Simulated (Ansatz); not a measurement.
Two members of one family (Series InH2X), computed with Ansatz in the gas phase; def2 core potentials for In, no spin–orbit coupling. The two geometries come from different levels. Binding counts from free atoms in the multiplicity of their measured ground term, without zero-point energy. A dash marks a value that wasn't run or was left out as unsound. The structures are stationary points that may keep the symmetry of their start. Remarks come from the PBE and PBE0 runs and from stability tests at other levels; not every state was tested. HOMO above LUMO (over both spins in singlets and doublets, within one spin in higher multiplets; at PBE or PBE0), or a gap under 0.15 eV within one spin, warns that the state may not be the lowest or that an electron is smeared out.

First: InH2Cl (singlet, charge 0, PBE0-D4/def2-TZVP geometry).

```xyz
4

In   -0.163    0.029   -0.196
H     0.602   -0.108   -1.714
H    -1.765    0.314    0.316
Cl    1.326   -0.234    1.595
```

```
                 level  HOMO (eV)  LUMO (eV)  gap (eV)  vertical IE (eV)  vertical triplet (eV)  binding per atom (eV)
      PBE-D4/def2-TZVP      -6.89      -2.69      4.20             10.13                   4.40                   2.12
   r2SCAN-D4/def2-TZVP      -7.22      -2.41      4.80             10.31                   4.51                   2.18
      PBE0-D4/def2-SVP      -8.03      -1.88      6.15                 –                      –                   2.10
     PBE0-D4/def2-TZVP      -8.21      -1.97      6.23             10.45                   4.76                   2.13
CAM-B3LYP-D4/def2-TZVP      -9.56      -1.18      8.37                 –                      –                   2.15
```

Second: InH2(OH) (singlet, charge 0, PBE-D4/def2-TZVP geometry).

```
atom    x (Å)    y (Å)    z (Å)
 In1   0.2576  -0.1762   0.5556
  H2   1.5268   0.6237   1.3876
  H3  -0.6932  -1.5851   0.8556
  O4  -0.1865   0.7916  -1.1594
  H5  -0.9047   0.3460  -1.6394
```

Q: Estimate the same table for the second.

A: 
```csv
level,HOMO (eV),LUMO (eV),gap (eV),vertical IE (eV),vertical triplet (eV),binding per atom (eV)
PBE-D4/def2-TZVP,-6.64,-2.22,4.42,10.23,4.71,2.61
r2SCAN-D4/def2-TZVP,-6.93,-1.92,5.01,10.34,4.79,2.60
PBE0-D4/def2-SVP,-7.91,-1.40,6.51,–,–,2.49
PBE0-D4/def2-TZVP,-8.18,-1.52,6.66,10.47,5.03,2.54
CAM-B3LYP-D4/def2-TZVP,-9.66,-0.76,8.90,–,–,2.61
```

Remarks: gap within one spin near zero at PBE or PBE0 (+1 doublet), gap within one spin near zero at PBE or PBE0 (triplet).
